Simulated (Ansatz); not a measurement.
System: SnH₃S, charge 0, doublet. SnH3S (SMILES [SH][SnH2], doublet).
B3LYP-D3(BJ)/def2-TZVP minimum from Ansatz (a program for electronic structure):
```xyz
5

Sn    -0.5344    -0.2328    -0.0977
S      1.6874     0.7419     0.1885
H     -1.5470     1.1596    -0.2947
H     -0.9296    -1.0324     1.3941
H      2.1999    -0.3572     0.7680
```
Charge 0, spin multiplicity 2.

Atomisation energy term by term, kcal/mol (programs: Ansatz). UHF or UKS for unpaired electrons; spin-orbit terms are left out. Correlated methods leave the cores frozen (noble-gas shells, and filled d and f shells in the p block). Past Kr the def2 sets carry scalar-relativistic core potentials. CBS(X,Y): correlation extrapolated as X^-3, Hartree-Fock from the larger set. A bracket is a step between two methods taken in the basis named. Where a partner has so few electrons that a lower coupled-cluster level is exact, that level stands in. Spin-orbit terms, left out, reach several kcal/mol for Br and I, and more for heavier atoms.

```json
[
 {"term": "Hartree-Fock", "basis": "def2-QZVPP", "kcal/mol": "184.19"},
 {"term": "CCSD correlation", "basis": "CBS(def2-TZVPP,def2-QZVPP)", "kcal/mol": "79.04"},
 {"term": "(T)", "basis": "CBS(def2-TZVPP,def2-QZVPP)", "kcal/mol": "4.79"},
 {"term": "CCSDT(Q) - CCSD(T)", "basis": "def2-TZVPP", "kcal/mol": "0.35"},
 {"term": "sum: De", "basis": "", "kcal/mol": "268.4"}
]
```

The step beyond CCSD(T) by other levels: CCSDT(Q) in def2-SVP 0.59 kcal/mol.
